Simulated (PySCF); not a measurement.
Record of a relaxation.

C3H7BPb.
Bonds: B1–Pb2, Pb2–C3, C3–C4, C4–C5 (triple). Hydrogens: H6, H7 on B1; H8, H9 on Pb2; H10, H11 on C3; H12 on C5.

Computed by this run: PySCF, PBE0-D3(BJ)/def2-SVP geometry optimisation, gas phase, def2 core potentials past Kr; density fitting, grid level 1; the optimiser is geomeTRIC in internal coordinates, started from a GFN2-xTB structure with every atom displaced at random (about 0.01 Å). The frame can shift and turn from step to step; on so coarse a grid that alone can change the energy by a few meV, and forces under 0.02 eV/Å are noise.

Step 0: E = -9137.0399 eV, largest atomic force 3.579 eV/Å
```
atom  x, y, z in Å  |  force x, y, z in eV/Å
B1     -2.251    0.830    0.050    0.418   0.070  -0.393
Pb2    -0.968   -1.020   -0.159    0.445  -0.256   0.096
C3      1.228   -0.706    0.506   -0.114   0.548   0.272
C4      1.796    0.510   -0.026   -1.558  -2.965   1.262
C5      2.152    1.536   -0.499    0.954   2.199  -0.952
H6     -2.358    1.606   -0.845   -0.019   0.163  -0.409
H7     -2.784    1.088    1.058   -0.447   0.066   0.870
H8     -0.834   -1.654   -1.792    0.039  -0.002  -0.162
H9     -1.506   -2.390    0.817   -0.021  -0.063   0.102
H10     1.245   -0.694    1.611   -0.111  -0.081  -0.169
H11     1.786   -1.570    0.157    0.103  -0.493  -0.130
H12     2.533    2.436   -0.887    0.311   0.815  -0.386
```

Step 1: E = -9137.1689 eV, largest atomic force 0.187 eV/Å
```
atom  x, y, z in Å  |  force x, y, z in eV/Å
B1     -2.137    0.842    0.068    0.017  -0.051   0.008
Pb2    -0.939   -1.103   -0.171   -0.070  -0.126  -0.010
C3      1.201   -0.695    0.523   -0.029  -0.158  -0.039
C4      1.673    0.539   -0.035    0.087   0.157  -0.051
C5      2.041    1.589   -0.522   -0.015  -0.041   0.047
H6     -2.210    1.618   -0.847    0.012   0.031  -0.065
H7     -2.677    1.098    1.113    0.006  -0.020   0.049
H8     -0.783   -1.718   -1.828    0.005   0.061   0.058
H9     -1.495   -2.478    0.814    0.024   0.081  -0.024
H10     1.177   -0.677    1.621   -0.007   0.007   0.033
H11     1.799   -1.559    0.193   -0.026   0.045   0.023
H12     2.389    2.516   -0.936   -0.004   0.013  -0.028
```

Step 2: E = -9137.1710 eV, largest atomic force 0.043 eV/Å
```
atom  x, y, z in Å  |  force x, y, z in eV/Å
B1     -2.131    0.835    0.069   -0.002   0.030  -0.007
Pb2    -0.942   -1.109   -0.171   -0.008  -0.041   0.007
C3      1.198   -0.697    0.521   -0.021  -0.004  -0.015
C4      1.672    0.542   -0.036    0.016   0.006   0.000
C5      2.037    1.594   -0.522    0.001   0.000   0.019
H6     -2.199    1.611   -0.850   -0.003  -0.002   0.002
H7     -2.665    1.092    1.119    0.008  -0.008   0.008
H8     -0.785   -1.710   -1.824    0.012   0.014  -0.030
H9     -1.495   -2.472    0.814   -0.002  -0.007   0.028
H10     1.172   -0.679    1.620    0.000   0.006  -0.002
H11     1.798   -1.558    0.192    0.005   0.008   0.002
H12     2.380    2.521   -0.941   -0.007  -0.003  -0.011
```

Step 3: E = -9137.1715 eV, largest atomic force 0.035 eV/Å
```
atom  x, y, z in Å  |  force x, y, z in eV/Å
B1     -2.127    0.833    0.070   -0.002   0.026  -0.003
Pb2    -0.943   -1.114   -0.172   -0.007  -0.028  -0.009
C3      1.196   -0.697    0.519   -0.006   0.035   0.002
C4      1.669    0.544   -0.036   -0.010  -0.031   0.006
C5      2.030    1.597   -0.522    0.005   0.015   0.004
H6     -2.195    1.612   -0.848   -0.002  -0.012   0.012
H7     -2.653    1.089    1.124    0.007  -0.002  -0.001
H8     -0.782   -1.708   -1.828    0.005   0.007  -0.009
H9     -1.493   -2.476    0.819    0.001  -0.001   0.010
H10     1.169   -0.678    1.618    0.002   0.001  -0.006
H11     1.799   -1.556    0.192    0.011  -0.006  -0.003
H12     2.369    2.524   -0.945   -0.004  -0.004  -0.003
```

Step 4: E = -9137.1718 eV, largest atomic force 0.027 eV/Å
```
atom  x, y, z in Å  |  force x, y, z in eV/Å
B1     -2.120    0.830    0.073    0.006  -0.001   0.005
Pb2    -0.943   -1.123   -0.175   -0.004   0.002  -0.012
C3      1.195   -0.696    0.516    0.007   0.023   0.012
C4      1.663    0.547   -0.037   -0.016  -0.017  -0.004
C5      2.019    1.602   -0.523    0.002   0.009  -0.004
H6     -2.190    1.609   -0.844   -0.005  -0.005   0.005
H7     -2.636    1.087    1.132    0.004   0.004  -0.003
H8     -0.779   -1.708   -1.834   -0.001  -0.003   0.004
H9     -1.488   -2.481    0.823    0.001  -0.004  -0.003
H10     1.166   -0.675    1.615    0.001  -0.004  -0.001
H11     1.804   -1.551    0.192    0.004  -0.006  -0.002
H12     2.350    2.530   -0.949    0.000   0.001   0.002
```

Step 5: E = -9137.1719 eV, largest atomic force under 0.02 eV/Å
```
atom  x, y, z in Å  |  force x, y, z in eV/Å
B1     -2.114    0.827    0.077    0.006  -0.010   0.006
Pb2    -0.942   -1.129   -0.177   -0.002   0.009  -0.006
C3      1.194   -0.694    0.515    0.009   0.006   0.011
C4      1.657    0.551   -0.039   -0.010  -0.003  -0.005
C5      2.009    1.607   -0.524   -0.001   0.002  -0.005
H6     -2.189    1.605   -0.840   -0.005  -0.001   0.000
H7     -2.623    1.085    1.139    0.002   0.005   0.001
H8     -0.778   -1.710   -1.837   -0.002  -0.006   0.006
H9     -1.483   -2.487    0.824    0.001  -0.003  -0.009
H10     1.165   -0.674    1.614    0.001  -0.002  -0.001
H11     1.808   -1.547    0.191    0.000  -0.001  -0.001
H12     2.336    2.536   -0.952    0.001   0.002   0.003
```

Q: Summarise the path.

A: The energy falls by 0.1320 eV from step 0 to step 5; nine tenths of that is first reached at step 1. It falls at every step. The largest force goes from 3.579 to under 0.02 eV/Å. Among the bonds B1–H7 changes most, from 1.169 to 1.206 Å; the atoms move by 0.128 Å rms after alignment.

Q: Follow the three bonds and two angles with the largest change from start to end.

A: 
```json
{"step": "0", "E above end (eV)": "0.1320", "largest force (eV/Å)": "3.579", "B1–H7 (Å)": "1.169", "B1–Pb2 (Å)": "2.261", "C4≡C5 (Å)": "1.184", "B1–Pb2–C3 (°)": "113.6", "C3–C4–C5 (°)": "174.2"}
{"step": "1", "E above end (eV)": "0.0030", "largest force (eV/Å)": "0.187", "B1–H7 (Å)": "1.204", "B1–Pb2 (Å)": "2.297", "C4≡C5 (Å)": "1.215", "B1–Pb2–C3 (°)": "107.8", "C3–C4–C5 (°)": "178.3"}
{"step": "2", "E above end (eV)": "0.0009", "largest force (eV/Å)": "0.043", "B1–H7 (Å)": "1.206", "B1–Pb2 (Å)": "2.291", "C4≡C5 (Å)": "1.215", "B1–Pb2–C3 (°)": "107.5", "C3–C4–C5 (°)": "178.1"}
{"step": "3", "E above end (eV)": "0.0004", "largest force (eV/Å)": "0.035", "B1–H7 (Å)": "1.206", "B1–Pb2 (Å)": "2.292", "C4≡C5 (Å)": "1.214", "B1–Pb2–C3 (°)": "107.2", "C3–C4–C5 (°)": "178.0"}
{"step": "4", "E above end (eV)": "0.0001", "largest force (eV/Å)": "0.027", "B1–H7 (Å)": "1.206", "B1–Pb2 (Å)": "2.294", "C4≡C5 (Å)": "1.214", "B1–Pb2–C3 (°)": "106.7", "C3–C4–C5 (°)": "177.9"}
{"step": "5", "E above end (eV)": "0.0000", "largest force (eV/Å)": "under 0.02", "B1–H7 (Å)": "1.206", "B1–Pb2 (Å)": "2.294", "C4≡C5 (Å)": "1.215", "B1–Pb2–C3 (°)": "106.4", "C3–C4–C5 (°)": "178.0"}
```

What follows is the cost of the whole optimisation. Time: 40 s of wall time; peak memory 0.49 GiB. Hardware: Arm Neoverse V1, one thread (shared host).
